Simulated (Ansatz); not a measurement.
Cost and result for the atomization energy of ClGeH₂N, SMILES `[NH2][Ge][Cl]` (5 atoms, 4 bonds).

Charge 0, multiplicity 1. Correlated methods include outer-core shells of Ge, which these sets cover unevenly. Scalar relativity is left out up to krypton. Geometry: relaxed with PBE0-D4/def2-TZVP. It is one conformer, not always the lowest. Program: Ansatz. All runs use 4 threads of an AMD EPYC 7R43 on a shared host. Times are those of one run each, without the atoms' runs, and a repeat can differ threefold. Electronic energies, without spin–orbit coupling; frozen cores. CCSD(T)/CBS adds CCSD(T) − MP2 in def2-TZVPP to the MP2 limit, and its time is that of the two runs behind it. T1 = 0.013. With those shells the extrapolation isn't a true limit.

CCSD(T)/CBS is a level of theory with its own doubt, some kJ/mol a heavy atom from the limit and from the frozen cores, so smaller differences don't rank the functionals.

```json
{"level": "revPBE-D4/def2-TZVPP", "functions": "149", "wall time": "0.65 s", "atomization (kJ/mol)": "1557.5", "difference from CCSD(T)/CBS": "-7.9", "per bond": "-2.0"}
{"level": "PBE-D4/def2-TZVPP (with forces)", "functions": "149", "wall time": "0.85 s", "atomization (kJ/mol)": "1605.4", "difference from CCSD(T)/CBS": "40.0", "per bond": "10.0"}
{"level": "CCSD(T)/def2-SVP", "functions": "74", "wall time": "0.95 s", "atomization (kJ/mol)": "1401.0", "difference from CCSD(T)/CBS": "-164.4", "per bond": "-41.1"}
{"level": "BHLYP-D4/def2-TZVPP", "functions": "149", "wall time": "1.1 s", "atomization (kJ/mol)": "1494.4", "difference from CCSD(T)/CBS": "-71.0", "per bond": "-17.7"}
{"level": "CAM-B3LYP-D4/def2-TZVPP", "functions": "149", "wall time": "1.1 s", "atomization (kJ/mol)": "1561.0", "difference from CCSD(T)/CBS": "-4.4", "per bond": "-1.1"}
{"level": "PBE-QIDH/def2-TZVPP", "functions": "149", "wall time": "1.6 s", "atomization (kJ/mol)": "1529.3", "difference from CCSD(T)/CBS": "-36.1", "per bond": "-9.0"}
{"level": "B2PLYP/def2-TZVPP", "functions": "149", "wall time": "1.8 s", "atomization (kJ/mol)": "1540.5", "difference from CCSD(T)/CBS": "-24.9", "per bond": "-6.2"}
{"level": "r2SCANh-D4/def2-TZVPP", "functions": "149", "wall time": "1.9 s", "atomization (kJ/mol)": "1539.4", "difference from CCSD(T)/CBS": "-26.0", "per bond": "-6.5"}
{"level": "B97M-V/def2-TZVPP", "functions": "149", "wall time": "2.3 s", "atomization (kJ/mol)": "1572.0", "difference from CCSD(T)/CBS": "6.6", "per bond": "1.7"}
{"level": "ωB97X-V/def2-TZVPP", "functions": "149", "wall time": "2.3 s", "atomization (kJ/mol)": "1570.2", "difference from CCSD(T)/CBS": "4.8", "per bond": "1.2"}
{"level": "MP2/def2-QZVPP", "functions": "276", "wall time": "5 s", "atomization (kJ/mol)": "1569.0", "difference from CCSD(T)/CBS": "3.6", "per bond": "0.9"}
{"level": "CCSD(T)/def2-TZVPP", "functions": "149", "wall time": "10 s", "atomization (kJ/mol)": "1501.4", "difference from CCSD(T)/CBS": "-64.0", "per bond": "-16.0"}
{"level": "CCSD(T)/CBS(def2)", "functions": "–", "wall time": "15 s", "atomization (kJ/mol)": "1565.4", "difference from CCSD(T)/CBS": "0.0", "per bond": "0.0"}
```

From PBE to PBE0 (25 % exact exchange), in def2-TZVPP and without D4, the atomization energy moves by −50.8 kJ/mol: exact exchange takes away binding that semilocal exchange gives to molecules. In def2-TZVPP, CCSD(T) changes the Hartree–Fock value by +491.0 kJ/mol (the triples alone add +35.4 kJ/mol) and MP2 by +521.0 kJ/mol; breaking electron pairs costs correlation energy, which Hartree–Fock lacks. The D4 term adds +17.2 kJ/mol with B3LYP and +8.7 kJ/mol with PBE0; it sums over pairs of atoms, weighted by their polarisabilities, and B3LYP, whose exchange is more repulsive, gets the larger term.

B3LYP here is the variant with VWN-RPA as its local correlation; programs differ in this.
